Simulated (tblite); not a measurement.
Species: C3H6BBrCl2.
SMILES with atom numbers: `[CH3:1][C@@H:2]([Br:3])[CH2:4][B:5]([Cl:6])[Cl:7]` (hydrogens: H8, H9, H10 on C1; H11 on C2; H12, H13 on C4)

Computed with GFN2-xTB (tblite), gas phase: L-BFGS steps from a force-field or distance-geometry start until the largest atomic force falls under 0.01 eV/Å.

Geometry at step 3:
```
atom  x, y, z in Å
C1     -1.1823    0.8445   -0.5227
C2     -0.7509   -0.3205    0.3370
Br3    -2.1644   -1.6928    0.3113
C4      0.6140   -0.8755   -0.0569
B5      1.7397    0.2492    0.2048
Cl6     1.7357    0.9290    1.7867
Cl7     3.0210    0.4326   -0.8828
H8     -1.9125    1.4071    0.0323
H9     -0.2968    1.4504   -0.6883
H10    -1.6005    0.5337   -1.4699
H11    -0.6686    0.0274    1.3581
H12     0.6176   -1.2977   -1.0633
H13     0.8435   -1.6869    0.6359
```

Question: What forces act on the atoms?

Answer: 
```tsv
atom	Fx (eV/Å)	Fy (eV/Å)	Fz (eV/Å)
C1	0.222	-0.085	0.089
C2	0.075	-0.179	-0.200
Br3	0.124	-0.051	0.066
C4	-0.041	0.186	0.057
B5	-0.174	-0.903	0.204
Cl6	0.232	0.364	-0.063
Cl7	0.251	0.312	-0.130
H8	-0.367	0.357	-0.059
H9	-0.061	0.295	-0.166
H10	0.006	-0.044	-0.183
H11	-0.214	-0.130	0.412
H12	-0.084	0.128	0.008
H13	0.031	-0.249	-0.034
```

The largest, 0.94 eV/Å, acts on B5; the rms over all components is 0.237 eV/Å. The forces sum to zero within rounding, as they must for an isolated molecule in no field.

Question: Give the force on B5 in Eh/bohr and in nN.

Answer: 0.942 eV/Å ÷ 51.422 = 0.01832 Eh/bohr, and 0.942 eV/Å × 1.602 = 1.51 nN.

Question: How far is this geometry from the end of the optimisation?

Answer: 0.199 eV above it, and 0.312 Å rms away after alignment. The bonds farthest from their final lengths, with half the difference of the two atoms' forces along the bond (positive lengthens):

```json
{"bond": "B5–Cl7", "now (Å)": "1.691", "final (Å)": "1.716", "force along bond (eV/Å)": "+0.33"}
{"bond": "C4–B5", "now (Å)": "1.613", "final (Å)": "1.595", "force along bond (eV/Å)": "-0.41"}
{"bond": "C1–H8", "now (Å)": "1.076", "final (Å)": "1.088", "force along bond (eV/Å)": "+0.28"}
{"bond": "C2–H11", "now (Å)": "1.082", "final (Å)": "1.091", "force along bond (eV/Å)": "+0.29"}
{"bond": "C2–Br3", "now (Å)": "1.970", "final (Å)": "1.979", "force along bond (eV/Å)": "-0.06"}
{"bond": "C1–H10", "now (Å)": "1.081", "final (Å)": "1.089", "force along bond (eV/Å)": "+0.16"}
```

The angle farthest from its final value is C4–B5–Cl6, 115.0° against 121.6°.

Of the 3 listed bonds off by 0.010 Å or more, this force points towards the final length in 3.

What follows is the cost of the whole relaxation. The run took 1.2 s on Arm Neoverse N1, one thread, shared host.
